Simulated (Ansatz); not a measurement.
InPt₅⁺, relaxed as a singlet with RKS B3LYP-D4/def2-SVP in Ansatz, starting from the GFN2-xTB geometry. Force threshold 0.02 eV/Å.

In the def2 sets In, Pt take a core potential; there is no spin–orbit coupling. The structure comes from a short search, and lower isomers may exist.

Start:

```xyz
6

In   -0.720   -2.204   -0.386
Pt   -0.437    0.791    0.456
Pt    0.675    0.472   -1.856
Pt    1.857   -0.372    0.730
Pt   -1.655    1.333   -1.581
Pt    0.281   -0.019    2.637
```

| step | energy (eV) | largest force component (eV/Å) | SCF passes |
| --- | --- | --- | --- |
| 1 | -21414.0163 | 0.695 | 73 |
| 2 | -21414.0814 | 0.361 | 52 |
| 3 | -21414.1028 | 0.080 | 44 |
| 4 | -21414.1283 | 0.173 | 50 |
| 5 | -21414.2593 | 0.304 | 48 |
| 6 | -21414.3695 | 0.226 | 47 |
| 7 | -21414.4617 | 0.500 | 47 |
| 8 | -21414.5604 | 0.602 | 49 |
| 9 | -21414.6909 | 0.478 | 49 |
| 10 | -21414.7080 | 0.614 | 55 |
| 11 (rejected) | -21414.7041 | 0.916 | 49 |
| 12 | -21414.7813 | 0.174 | 43 |
| 13 (rejected) | -21414.7756 | 0.283 | 46 |
| 14 | -21414.7933 | 0.086 | 43 |
| 15 | -21414.7975 | 0.084 | 44 |
| 16 | -21414.8082 | 0.065 | 46 |
| 17 | -21414.8185 | 0.119 | 41 |
| 18 | -21414.8347 | 0.223 | 50 |
| 19 (rejected) | -21414.8122 | 0.554 | 50 |
| 20 | -21414.8473 | 0.152 | 45 |
| 21 | -21414.8519 | 0.071 | 43 |
| 22 | -21414.8531 | 0.042 | 46 |
| 23 | -21414.8532 | 0.051 | 45 |
| 24 | -21414.8535 | 0.027 | 47 |
| 25 (rejected) | -21414.8534 | 0.032 | 46 |
| 26 | -21414.8536 | 0.003 | 45 |

Force components are those of the run's own axes.

End:

```xyz
6

In   -0.948   -1.963   -0.458
Pt   -0.868    1.044    0.669
Pt    0.906    1.065   -1.123
Pt    1.619   -0.867    0.334
Pt   -1.459    0.466   -1.844
Pt    0.750    0.255    2.423
```

Bonds formed: In1–Pt5 (atoms count from 1). Metal–metal contacts that move far: Pt2–Pt4 2.59 to 3.15 Å. The end is the same structure that another start reached.

No frequencies were taken in this run, so the end may be a saddle point.

It took 3.3 min on 4 threads of AMD EPYC 7B13 on a shared host, peak host memory 0.77 GiB.
